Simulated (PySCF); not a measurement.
selenium dioxide (O2Se), singlet, geometry from GFN2-xTB; PySCF with WB97X/def2-TZVP.

PySCF was given this input:
```python
from pyscf import gto, scf, dft

mol = gto.Mole()
mol.atom = '''
    O    -1.30858110    0.55019170    0.03169236
    Se    0.01459899   -0.28855533   -0.02417049
    O     1.24653537    0.67616846    0.07103224
'''
mol.basis = 'def2-tzvp'
mol.verbose = 4
mol.build()

mf = dft.RKS(mol)
mf.xc = 'wb97x'
mf.kernel()
```

What the program printed (banner, timings and long lists left out):

```
PySCF version 2.14.0

[INPUT] verbose = 4
[INPUT] num. atoms = 3
[INPUT] num. electrons = 50
[INPUT] charge = 0
[INPUT] spin (= nelec alpha-beta = 2S) = 0
[INPUT] symmetry False subgroup None
[INPUT] Mole.unit = angstrom
[INPUT] Symbol           X                Y                Z      unit          X                Y                Z       unit  Magmom
[INPUT]  1 O     -1.308581100000   0.550191700000   0.031692360000 AA   -2.472859890782   1.039711629009   0.059889880641 Bohr   0.0
[INPUT]  2 Se     0.014598990000  -0.288555330000  -0.024170490000 AA    0.027588092795  -0.545290545483  -0.045675606397 Bohr   0.0
[INPUT]  3 O      1.246535370000   0.676168460000   0.071032240000 AA    2.355610453883   1.277773203469   0.134231479614 Bohr   0.0

nuclear repulsion = 196.874028204741
number of shells = 38
number of NR pGTOs = 195
number of NR cGTOs = 110
basis = def2-tzvp
ecp = {}

******** <class 'pyscf.dft.rks.RKS'> ********
method = RKS
initial guess = minao
damping factor = 0
level_shift factor = 0
DIIS = <class 'pyscf.scf.diis.CDIIS'>
diis_start_cycle = 1
diis_space = 8
diis_damp = 0
SCF conv_tol = 1e-09
SCF conv_tol_grad = None
SCF max_cycles = 50
direct_scf = True
direct_scf_tol = 1e-13
XC library pyscf.dft.libxc version 7.1.2
    S. Lehtola, C. Steigemann, M. J. T. Oliveira, and M. A. L. Marques,  SoftwareX 7, 1–5 (2018)
XC functionals = wb97x
    J.-D. Chai and M. Head-Gordon,  J. Chem. Phys. 128, 084106 (2008)
radial grids:
    Treutler-Ahlrichs [JCP 102, 346 (1995); DOI:10.1063/1.469408] (M4) radial grids

becke partition: Becke, JCP 88, 2547 (1988); DOI:10.1063/1.454033
pruning grids: <function nwchem_prune>
grids dens level: 3
symmetrized grids: False
atomic radii adjust function: <function treutler_atomic_radii_adjust>
small_rho_cutoff = 0
Set gradient conv threshold to 3.16228e-05
Initial guess from minao.
tot grids = 48592
init E= -2551.57995353945
  HOMO = -0.372485025925826  LUMO = -0.172425768547619  gap/eV = 5.44389
cycle= 1 E= -2551.7367807759  delta_E= -0.157  |g|= 1.18  |ddm|= 2.18
  HOMO = -0.277583568555392  LUMO = -0.0585234800697592  gap/eV = 5.96093
cycle= 2 E= -2551.48236043946  delta_E= 0.254  |g|= 1.74  |ddm|= 1.55
  HOMO = -0.430317303845052  LUMO = -0.0771343820750872  gap/eV = 9.61060
cycle= 3 E= -2551.98872840373  delta_E= -0.506  |g|= 0.0506  |ddm|= 0.883
  HOMO = -0.423630322382609  LUMO = -0.0606576480525618  gap/eV = 9.87699
cycle= 4 E= -2551.98923955384  delta_E= -0.000511  |g|= 0.0212  |ddm|= 0.0571
  HOMO = -0.427375022132941  LUMO = -0.061416794586421  gap/eV = 9.95823
cycle= 5 E= -2551.98933775081  delta_E= -9.82e-05  |g|= 0.00574  |ddm|= 0.0147
  HOMO = -0.427102667872491  LUMO = -0.0610297864499643  gap/eV = 9.96135
cycle= 6 E= -2551.98934680255  delta_E= -9.05e-06  |g|= 0.00177  |ddm|= 0.00552
  HOMO = -0.427196194082132  LUMO = -0.061055849028179  gap/eV = 9.96319
cycle= 7 E= -2551.9893487807  delta_E= -1.98e-06  |g|= 0.000379  |ddm|= 0.00278
  HOMO = -0.427244703068289  LUMO = -0.0610957519966249  gap/eV = 9.96342
cycle= 8 E= -2551.98934894086  delta_E= -1.6e-07  |g|= 0.00013  |ddm|= 0.000818
  HOMO = -0.427242029572458  LUMO = -0.0610800847484683  gap/eV = 9.96377
cycle= 9 E= -2551.98934894692  delta_E= -6.06e-09  |g|= 8.9e-05  |ddm|= 0.000191
  HOMO = -0.427242791374705  LUMO = -0.0610787274864748  gap/eV = 9.96383
cycle= 10 E= -2551.98934894837  delta_E= -1.45e-09  |g|= 2.2e-05  |ddm|= 5.37e-05
  HOMO = -0.427244414504475  LUMO = -0.0610802230017384  gap/eV = 9.96384
cycle= 11 E= -2551.98934894851  delta_E= -1.44e-10  |g|= 1.89e-06  |ddm|= 2.53e-05
  HOMO = -0.427244418414265  LUMO = -0.0610801416237052  gap/eV = 9.96384
Extra cycle  E= -2551.98934894852  delta_E= -9.09e-13  |g|= 1.2e-06  |ddm|= 3.87e-06
converged SCF energy = -2551.98934894852
```
